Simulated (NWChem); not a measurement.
Molecule: MgNH2Br; SMILES [NH2][Mg][Br]

```xyz
5

Mg     0.0520    -0.9845    -0.0023
Br    -0.2642     1.3485     0.0110
N      0.3101    -2.8499    -0.0130
H      0.4395    -3.4307    -0.8341
H      0.3282    -3.4541     0.8013
```
Atoms are numbered in this order, from 1.

Results from NWChem. Structure relaxed at the B3LYP/6-31G* (spherical d) level. GIAO values for the isolated, static molecule; σ is the absolute isotropic shielding, δ = σ(reference) − σ with the isolated reference molecule computed at the same levels (1H: tetramethylsilane, 15N: ammonia). Spin-orbit effects, on the heavy nuclei and on their neighbours, are missing.

For level PBE/pcSseg-1:

```
Quantity     Result
-----------  ------
σ Mg1 (ppm)   461.0
δ N3 (ppm)    -30.6
δ H4 (ppm)    -1.34
```

**Question.** Estimate the same quantities for level BHandHLYP/pcSseg-1.

**Answer.** The σ Mg1 (ppm) is 481.4 and the δ N3 (ppm) is -35.4. The δ H4 (ppm) comes out as -1.18.
